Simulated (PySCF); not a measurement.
## KLi⁺: script and output

File input.py (PySCF 2.14):

```python
from pyscf import gto, dft

mol = gto.M(
    atom='K 0 0 0; Li 0 0 3.33',
    basis='x2c-svpall',
    charge=1,
    spin=1,
    verbose=3,
)
mf = dft.UKS(mol, xc='pbesol')
mf = mf.sfx2c1e()
mf.kernel()
mf.analyze()
print('orbital energies (hartree):', [e[max(0, n-3):n+3].round(4) for e, n in zip(mf.mo_energy, mol.nelec)])
```

```bash
$ OMP_NUM_THREADS=1 python input.py
```

The log (some set-up lines and the per-cycle HOMO/LUMO lines with their warnings removed):

```
converged SCF energy = -608.354569657688  <S^2> = 0.75001698  2S+1 = 2.000017
**** MO energy ****
                             alpha | beta                alpha | beta
MO #1   energy= -129.329921481435  | -129.329590126005  occ= 1 | 1
MO #2   energy= -13.1395497915043  | -13.1392166003952  occ= 1 | 1
MO #3   energy= -10.4625748989051  | -10.4622729816553  occ= 1 | 1
MO #4   energy= -10.4625748989046  | -10.4622729816548  occ= 1 | 1
MO #5   energy= -10.4624498957886  | -10.4619670982808  occ= 1 | 1
MO #6   energy= -2.04460005944581  | -2.03765159862007  occ= 1 | 1
MO #7   energy= -1.47798533767304  | -1.47676781181888  occ= 1 | 1
MO #8   energy= -0.871931612956049 | -0.870731125131028 occ= 1 | 1
MO #9   energy= -0.87193161294577  | -0.87073112512072  occ= 1 | 1
MO #10  energy= -0.871866664090273 | -0.869488266829134 occ= 1 | 1
MO #11  energy= -0.278204954139562 | -0.22199266612381  occ= 1 | 0
MO #12  energy= -0.187330600945061 | -0.158979421440238 occ= 0 | 0
MO #13  energy= -0.185276861014859 | -0.131597338796878 occ= 0 | 0
MO #14  energy= -0.185276861000822 | -0.131597338787995 occ= 0 | 0
[19 lines left out]

To work with the spin densities directly, `use mulliken_meta_spin()` only printing them here.

 ** Mulliken spin pop alpha/beta on meta-lowdin orthogonal AOs **
 ** Mulliken Spin Density (per atom)  **
spin density of  0 K =      0.33450
spin density of  1 Li =      0.66550
 ** Mulliken pop alpha/beta on meta-lowdin orthogonal AOs **
 ** Mulliken atomic charges   ( Nelec_alpha | Nelec_beta ) **
charge of  0K =      0.66559  (     9.33446      8.99996 )
charge of  1Li =      0.33441  (     1.66554      1.00004 )
Dipole moment(X, Y, Z, Debye): -0.00000, -0.00000,  5.79216
orbital energies (hartree): [array([-0.8719, -0.8719, -0.2782, -0.1873, -0.1853, -0.1853]), array([-0.8707, -0.8707, -0.8695, -0.222 , -0.159 , -0.1316])]
```

In short: E(SCF) = -608.354570 Eh, ⟨S²⟩ = 0.750.

Hardware: Intel Xeon Platinum 8559C, 1 thread, shared host. Wall time 1.4 s, peak memory 0.17 GiB.

The bond length is a typed value, not an optimised one. The dipole of an ion depends on the origin. No search for the lowest solution was made.
